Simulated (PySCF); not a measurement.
## Molybdenum: a sound run and one with changed settings

Sound run: Mo⁺ [Kr] 4d5, Mo²⁺ [Kr] 4d4. All numbers are calculated (PySCF 2.14, scalar relativity by spin-free X2C-1e, in x2c-TZVPall). The sound run starts from symmetry-adapted Hartree-Fock orbitals and uses a fine grid where one is needed.

A second run was set up differently.

| species | method | sound run (hartree) | changed run (hartree) | converged |
| --- | --- | --- | --- | --- |
| Mo⁺ | UHF | -4045.96314 | -4045.96314 | yes |
| Mo⁺ | LDA | -4043.33084 | -4043.33084 | yes |
| Mo⁺ | M06-2X | -4048.35877 | -4048.35877 | yes |
| Mo²⁺ | UHF | -4045.40769 | -4045.40769 | yes |
| Mo²⁺ | LDA | -4042.71610 | -4042.73759 | yes |
| Mo²⁺ | M06-2X | -4047.76911 | -4047.76378 | yes |

Ionisation energy of Mo⁺:

```csv
method,sound run (eV),changed run (eV)
UHF,15.114,15.114
LDA,16.728,16.143
M06-2X,16.046,16.191
```

Q: What was changed?
A. a valence shell is frozen
B. angular grid far too coarse
C. level shift left on
D. too few SCF iterations

A: B. It used 14 angular points. A coarse angular grid integrates products of high-l functions wrongly, so density functionals can shift, and the SCF can exploit the error; Hartree-Fock and MP2 need no grid.
